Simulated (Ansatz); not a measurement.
Relaxation of CH₇FOSi (11 atoms, charge 0, multiplicity 1), to a largest force component of 0.03 eV/Å in at most 50 steps.

Method: UKS B3LYP/6-31G in Ansatz 0.2.0.

```xyz
11
Properties=species:S:1:pos:R:3
Si -0.554 0.769 0.640
F 0.954 1.440 1.007
O -0.416 -0.511 -0.485
C 0.166 -1.814 -0.211
H -1.427 1.790 0.011
H -1.064 0.242 1.950
H 0.967 2.314 -0.999
H 0.448 2.218 -1.449
H -0.198 -2.495 -0.981
H -0.135 -2.190 0.777
H 1.259 -1.763 -0.259
```

Question: Where does it end, and by what steps?

Answer: The forces met the threshold. The force dipped under the threshold on the way, but the program's further checks kept it going. Limits of this set-up: no polarisation functions. After 25 steps the energy has fallen by 0.220 eV; H8 moved furthest, 1.89 Å.

| step | energy less start (eV) | largest force component (eV/Å) | accepted |
| --- | --- | --- | --- |
| 0 | 0.0000 | 1.606 | yes |
| 1 | -0.1297 | 0.185 | yes |
| 2 | -0.1676 | 0.078 | yes |
| 3 | -0.1822 | 0.056 | yes |
| 4 | -0.1875 | 0.031 | yes |
| 5 | -0.1911 | 0.197 | yes |
| 6 | -0.1930 | 0.438 | yes |
| 7 | -0.1978 | 0.222 | yes |
| 8 | -0.2023 | 0.054 | yes |
| 9 | -0.1926 | 0.247 | no |
| 10 | -0.2059 | 0.034 | yes |
| 11 | -0.2069 | 0.250 | yes |
| 12 | -0.2090 | 0.167 | yes |
| 13 | -0.2113 | 0.098 | yes |
| 14 | -0.2139 | 0.117 | yes |
| 15 | -0.2148 | 0.179 | yes |
| 16 | -0.2163 | 0.091 | yes |
| 17 | -0.2176 | 0.036 | yes |
| 18 | -0.2187 | 0.051 | yes |
| 19 | -0.2189 | 0.100 | yes |
| 20 | -0.2195 | 0.037 | yes |
| 21 | -0.2196 | 0.014 | yes |
| 22 | -0.2198 | 0.011 | yes |
| 23 | -0.2196 | 0.071 | no |
| 24 | -0.2200 | 0.023 | yes |
| 25 | -0.2201 | 0.028 | yes |

```xyz
11
Properties=species:S:1:pos:R:3
Si -0.974 0.502 0.769
F 0.222 1.608 0.270
O -0.930 -0.920 -0.172
C 0.087 -1.955 -0.130
H -2.307 1.112 0.518
H -0.658 0.186 2.203
H 1.570 2.878 -1.295
H 1.982 3.267 -1.779
H -0.359 -2.857 -0.552
H 0.413 -2.159 0.900
H 0.954 -1.662 -0.732
```

The run took 56 s on 1 thread of Intel(R) Xeon(R) 6975P-C (Granite Rapids), with other jobs on the host, peak memory 0.2 GiB.
